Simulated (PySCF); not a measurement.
# One molecule, several mistakes: BCH6NSi

These are calculations, not measurements. They come from PySCF 2.14.0, an open-source quantum chemistry program, on an isolated molecule that a program drew, which may never have been made. The molecule is BCH6NSi (charge 0, singlet), drawn as the SMILES string `CNB[SiH]`.

Each row is a Hartree-Fock (HF) and frozen-core CCSD(T) single point in the cc-pV(D+d)Z basis, meant for a local HF minimum. Run 1 is clean. Each other run has one planted mistake out of seven kinds, and not every kind appears here: one electron removed, one electron added, multiplicity raised by two, geometry at a saddle point, minimal basis STO-3G, one bond length entered in bohr, all coordinates scaled. The reference is restricted for singlets and unrestricted otherwise, and also for a bond in bohr. Adding or removing an electron swaps singlet and doublet. Electrons count all cores. HOMO and LUMO are orbital energies over both spins, the gradient is its largest component, and the lowest frequency (negative if imaginary) is given only where the gradient is small. Bond lengths are over the 9 bonds as drawn. T1 is the CCSD diagnostic: over 0.02 (restricted) or 0.045 (unrestricted) a single reference is doubtful.

Geometry of the clean run:
```xyz
10
BCH6NSi, angstrom
C     0.1274    2.0713    0.7711
N     1.1212    1.9167   -0.2673
B     1.7199    0.7449   -0.7172
Si    1.3516   -1.1908   -0.1463
H    -0.1914    1.0927    1.1305
H     0.5179    2.6304    1.6256
H    -0.7586    2.5932    0.4011
H     1.4064    2.7851   -0.6750
H     2.5398    0.8638   -1.6031
H     2.5257   -1.2388    0.8177
```

| run | electrons | basis functions | <S^2> | HOMO (eV) | LUMO (eV) | gradient (hartree/bohr) | lowest frequency (cm^-1) | mean bond (Å) | longest bond (Å) | T1 | HF (hartree) | CCSD(T) (hartree) | mistake |
|---|---|---|---|---|---|---|---|---|---|---|---|---|---|
| 1 | 38 | 95 | 0.000 | -8.15 | 0.80 | 1.5e-05 | 119 | 1.3220 | 2.051 | 0.0153 | -409.39460 | -409.94935 | no fault |
| 2 | 38 | 95 | 2.014 | -7.66 | 0.68 | 2.4e-02 | - | 1.3220 | 2.051 | 0.0184 | -409.38043 | -409.91588 | multiplicity raised by two |
| 3 | 38 | 30 | 0.000 | -5.30 | 6.40 | 3.4e-02 | - | 1.3220 | 2.051 | 0.0165 | -404.56653 | -404.79667 | minimal basis STO-3G |
| 4 | 38 | 95 | 0.000 | -8.26 | 0.64 | 3.7e-02 | - | 1.3881 | 2.154 | 0.0168 | -409.37433 | -409.93806 | all coordinates scaled |
| 5 | 38 | 95 | 1.064 | -8.42 | 0.77 | 2.5e-02 | - | 1.4297 | 2.060 | 0.0840 | -409.26900 | -409.82093 | one bond length entered in bohr |
| 6 | 39 | 95 | 0.769 | -0.75 | 7.97 | 2.6e-02 | - | 1.3220 | 2.051 | 0.0165 | -409.39278 | -409.95680 | ? |

**Which mistake was planted in run 6, and what did it cost?**

It counts 39 electrons, one more than the clean run, at the same geometry and basis. So the mistake is: one electron added. Subtracting run 1 and multiplying by 627.51 kcal/mol a hartree, the energy moved by 1.1 kcal/mol in HF and -4.7 kcal/mol in CCSD(T).

Cautions from the logs. Run 5: T1 is over the limit, so its CCSD(T) energy is less reliable.
